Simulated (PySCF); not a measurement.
Geometries of 2 isomers of C3H10GaN, from PBE0-D3(BJ)/def2-SVP geometry optimisation, gas phase in PySCF. One conformer each, no zero-point energy, no frequencies.

Question: Which isomer lies lower at this level?
A.
```xyz
15
angstrom
N      2.161   -0.596    0.307
Ga     0.929    0.991   -0.470
C     -0.738   -0.051   -0.669
C     -1.410   -0.620    0.565
C     -2.051    0.507   -0.177
H      3.085   -0.279    0.597
H      2.286   -1.337   -0.382
H      1.697   -1.005    1.118
H      1.789    1.374   -1.743
H      0.953    1.942    0.801
H     -0.834   -0.685   -1.559
H     -1.879   -1.607    0.502
H     -0.981   -0.402    1.551
H     -2.957    0.288   -0.750
H     -2.058    1.497    0.292
```
B.
```xyz
15
angstrom
C     -1.336    1.289    0.948
C     -1.448    0.134    0.264
C     -0.747   -1.131    0.536
Ga     0.862   -1.267   -0.701
N      1.572    0.701   -0.357
H     -0.764    1.345    1.883
H     -1.872    2.190    0.639
H     -2.074    0.146   -0.641
H     -0.394   -1.200    1.577
H     -1.382   -2.005    0.319
H      0.538   -1.180   -2.248
H      2.071   -2.141   -0.177
H      0.731    1.238   -0.094
H      1.995    1.138   -1.174
H      2.238    0.759    0.412
```

Answer: B. That is `C=C[CH2][GaH2-][NH3+]`, 7.5 kcal/mol below the other.

| SMILES | atoms numbered as above | E (Eh) | relative (kcal/mol) | relative (kJ/mol) | dipole (D) |
| --- | --- | --- | --- | --- | --- |
| C=C[CH2][GaH2-][NH3+] | [CH2:1]=[CH:2][CH2:3][GaH2-:4][NH3+:5] | -2099.10335 | 0.0 | 0.0 | 3.87 |
| [NH3+][GaH2-][CH]1CC1 | [NH3+:1][GaH2-:2][CH:3]1[CH2:4][CH2:5]1 | -2099.09146 | 7.5 | 31.2 | 4.98 |

As drawn, the higher has a three-membered ring, which the lower lacks.
